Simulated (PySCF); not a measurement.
C2H8FNSi. Atoms are numbered in the order given.

```xyz
13

C      1.4818     1.2273     0.8175
C      0.8867     0.0274     0.0909
N      0.8107    -1.1182     0.9847
Si    -0.8729     0.4102    -0.4551
F     -1.5171    -0.9844    -1.0131
H      0.8989     1.4665     1.7208
H      2.5152     1.0149     1.1409
H      1.5210     2.1204     0.1740
H      1.4925    -0.1519    -0.8268
H      0.4312    -1.9301     0.5016
H      1.7372    -1.3796     1.3202
H     -1.7076     0.8760     0.6868
H     -0.8998     1.3999    -1.5719
```
Charge 0, spin multiplicity 1.

The structure is a stationary point at PBE0-D3(BJ)/def2-SVP. The structure was generated by enumeration; whether it is a known compound was not checked. The values are those of a single conformer.

Method: HF/pcSseg-1 (PySCF).

GIAO shieldings, no solvent; atoms listed in one row are averaged. δ = σ(ref) − σ: ¹³C against TMS (σ = 192.6 ppm); ¹⁵N against NH3 (σ = 267.3 ppm); ²⁹Si against TMS (σ = 393.8 ppm); ¹⁹F against CFCl3 (σ = 238.5 ppm); ¹H against TMS (σ = 31.99 ppm), references at their B3LYP-D3(BJ)/def2-TZVP geometries, non-relativistic.

Q: Estimate the chemical shifts. (The exact figures need the calculation; the answer reports its results.)

A: 
```csv
nucleus,atoms,count,δ (ppm)
¹³C,C2,1,30.1
¹³C,C1,1,17.6
¹⁵N,N3,1,29.0
²⁹Si,Si4,1,0.2
¹⁹F,F5,1,-179.4
¹H,"H12, H13",2,4.66
¹H,H9,1,2.39
¹H,H10,1,1.39
¹H,"H6, H7, H8",3,1.36
¹H,H11,1,0.75
```
